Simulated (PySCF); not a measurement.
C₃H₇N, SMILES C/C=N\C. The structure is a stationary point at r2SCAN-D4/def2-SVP. The structure was generated by enumeration; whether it is a known compound was not checked.

Computed equilibrium geometry at r2SCAN-D4/def2-SVP (PySCF confirms it by a frequency run) as a Z-matrix, and its point group:
point group Cs.
```
C
N 1 1.2725
H 1 1.1068 2 115.43
C 2 1.4399 1 122.22 3 180.00
H 4 1.1033 2 108.67 1 122.69
H 4 1.1033 5 105.74 2 -116.51
H 4 1.1071 5 108.12 6 -115.61
C 1 1.5041 3 113.92 2 180.00
H 8 1.0977 1 114.31 3 -180.00
H 8 1.1033 9 108.47 7 122.60
H 8 1.1033 9 108.47 10 114.80
```
Charge 0, spin multiplicity 1.
